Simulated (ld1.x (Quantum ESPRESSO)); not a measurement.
**osmium (Os) ultrasoft: all-electron and pseudo phase curves**

osmium (Os), ultrasoft, made with ld1.x (Quantum ESPRESSO) 7.5 (PBE, scalar-relativistic). Core [Kr] 4d10 4f14, reference 5s2 5p6 5d6 6s1 6p0 (charge +1). Waves: 5s (bound): rcut 1.30, rcutus 1.55 bohr; 6s (bound): rcut 1.30, rcutus 1.55 bohr; 5p (bound): rcut 1.50, rcutus 1.80 bohr; 6p (bound, empty): rcut 1.50, rcutus 1.80 bohr; 5d (bound): rcut 2.20, rcutus 2.35 bohr; 5d channel at 0.15 Ry: rcut 2.20, rcutus 2.35 bohr; 5f channel at -0.05 Ry: rcut 1.60, rcutus 2.15 bohr; 5f channel at 2.3 Ry: rcut 1.60, rcutus 2.15 bohr. Local part: all-electron potential smoothed inside 1.75 bohr (lloc = -2). Core correction: none. Augmentation charge: PSQ, inside the norm-conserving radii.

The phase is arctan(r·u′/u) with u = r·R(r), unwrapped; energies in Ry, scanned from -9 to 5 Ry. A pole is an energy at which the radial function vanishes at the test radius. The pseudo phase is shifted by a multiple of π to meet the all-electron one at the reference energy, and phase errors are pseudo minus all-electron; the curves can meet again beyond the range given. Levels narrower than the energy grid can be missing from the lists of poles. n/a: not evaluated, since a narrow level or a reset projector energy made the automatic matching unsafe.

For each channel, where are the poles, and over which energies does the pseudopotential scatter like the atom?

```tsv
channel	radius (bohr)	reference energy (Ry)	poles, all-electron	poles, pseudo	unbroken range about the reference energy with phases within 0.05 rad	phase error 1 Ry above the reference energy (rad)
s	2.56	-0.97	-7.29, 1.53	-7.29, 1.53	the whole range	-0.000
p	2.56	-0.52	-4.26, 3.33	-4.26, 3.27	the whole range	-0.002
d	2.56	-1.04	-0.52	-0.52	below 2.2	+0.000
f	2.56	-0.05	3.30	3.30	n/a	n/a
```

Phases in the p channel:

```csv
E (Ry),all-electron,pseudo
-9.00,1.428,1.428
-8.76,1.426,1.426
-8.52,1.423,1.423
-8.28,1.420,1.420
-8.04,1.417,1.417
-7.80,1.414,1.414
-7.56,1.411,1.411
-7.32,1.407,1.407
-7.08,1.404,1.404
-6.84,1.399,1.399
-6.60,1.395,1.395
-6.36,1.390,1.390
-6.12,1.384,1.384
-5.88,1.377,1.377
-5.64,1.369,1.369
-5.40,1.359,1.359
-5.16,1.344,1.344
-4.92,1.321,1.321
-4.68,1.268,1.268
-4.44,0.783,0.781
-4.20,-1.635,-1.635
-3.96,-1.724,-1.724
-3.72,-1.757,-1.757
-3.48,-1.778,-1.778
-3.24,-1.796,-1.796
-3.00,-1.813,-1.813
-2.76,-1.831,-1.831
-2.52,-1.850,-1.850
-2.28,-1.872,-1.873
-2.04,-1.898,-1.898
-1.80,-1.929,-1.929
-1.56,-1.968,-1.968
-1.32,-2.018,-2.018
-1.08,-2.084,-2.084
-0.84,-2.177,-2.177
-0.60,-2.314,-2.314
-0.36,-2.528,-2.528
-0.12,-2.864,-2.864
0.12,-3.315,-3.316
0.36,-3.745,-3.746
0.60,-4.045,-4.046
0.84,-4.235,-4.237
1.08,-4.359,-4.361
1.32,-4.444,-4.446
1.56,-4.506,-4.508
1.80,-4.553,-4.555
2.04,-4.590,-4.593
2.28,-4.621,-4.623
2.52,-4.647,-4.649
2.76,-4.669,-4.672
3.00,-4.688,-4.692
3.24,-4.706,-4.710
3.48,-4.722,-4.727
3.72,-4.737,-4.743
3.96,-4.752,-4.759
4.20,-4.766,-4.775
4.44,-4.781,-4.791
4.68,-4.795,-4.807
4.92,-4.811,-4.825
```
